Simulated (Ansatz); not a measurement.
`[AlH2][NH][SiH2]O[SiH3]` + GeH₄ → `[AlH2][NH][SiH2][GeH3]` + `O[SiH3]`  (formal exchange of groups at the Si–O bond)

Calculated with Ansatz (gas phase, PBE0-D4/def2-TZVP geometries, no zero-point term in ΔE). CCSD(T)/CBS adds triple-zeta CCSD(T) − MP2 to the extrapolated MP2 energy (def2 sets, frozen cores). DFT in def2-TZVPP. For Ge outer-core shells are correlated without core-valence functions, which leaves a few kJ/mol of doubt a bond. Scalar relativity is left out up to krypton. One conformer a species, not always the lowest.

```
             level  ΔE (kJ/mol)
         revPBE-D4         94.2
SCS-MP2/def2-TZVPP        123.0
```

**Question.** What does CCSD(T)/CBS give? (Estimate.)

**Answer.** Ansatz gave: +113.5 kJ/mol. The listed levels differ from it by -19.3, 9.5 kJ/mol.

Largest T1 diagnostic among the species: 0.012.

From BLYP to BHLYP (50 % exact exchange), in def2-TZVPP and without D4, ΔE moves by +18.4 kJ/mol. In def2-TZVPP, CCSD(T) changes the Hartree–Fock value by −24.8 kJ/mol (the triples alone add −2.9 kJ/mol) and MP2 by −21.5 kJ/mol.
